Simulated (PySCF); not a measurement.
Charge-transfer reorganisation: SMILES COC1=CC=CB1, C₅H₇BO

Geometry:
```csv
atom,x (Å),y (Å),z (Å)
C1,-2.411,-0.045,-0.267
O2,-1.325,-0.924,-0.419
C3,-0.103,-0.450,-0.123
C4,1.012,-1.185,-0.228
C5,2.197,-0.365,0.174
C6,1.893,0.893,0.539
B7,0.354,1.008,0.399
H8,-3.303,-0.603,-0.552
H9,-2.316,0.831,-0.918
H10,-2.517,0.293,0.769
H11,1.073,-2.216,-0.552
H12,3.198,-0.790,0.158
H13,2.628,1.619,0.860
H14,-0.353,1.944,0.620
```

Computed with UKS BHandHLYP/cc-pVDZ four-point reorganisation energy, gas phase in PySCF. Geometry: BHandHLYP/cc-pVDZ.

Problem. What is the inner reorganisation energy for hole transfer, with the ionisation energy?

Solution. λ = 0.425 (surface of the oxidised species) + 0.448 (surface of the starting species) = 0.873 eV. The ionisation energy is 7.47 eV vertical and 7.05 eV adiabatic without zero-point energy; at the relaxed geometry of the oxidised species the two energies differ by 6.60 eV. Largest bond changes: C4–C5 1.496 → 1.412 Å, O2–C3 1.343 → 1.264 Å, C3–C4 1.339 → 1.416 Å, C5–C6 1.346 → 1.402 Å, C1–O2 1.406 → 1.454 Å. ⟨S²⟩ of the relaxed oxidised species 0.799.

Problem. What is the inner reorganisation energy for electron transfer, with the electron affinity?

Solution. λ = 0.176 (surface of the reduced species) + 0.197 (surface of the starting species) = 0.373 eV. The electron affinity is 0.55 eV vertical and 0.73 eV adiabatic without zero-point energy; at the relaxed geometry of the reduced species the two energies differ by 0.93 eV. Largest bond changes: C4–C5 1.496 → 1.449 Å, C5–C6 1.346 → 1.386 Å, O2–C3 1.343 → 1.383 Å, B7–C3 1.615 → 1.580 Å, C3–C4 1.339 → 1.369 Å. ⟨S²⟩ of the relaxed reduced species 0.768.

The highest occupied orbital of the reduced species is unbound in this basis, so its energies are rough.
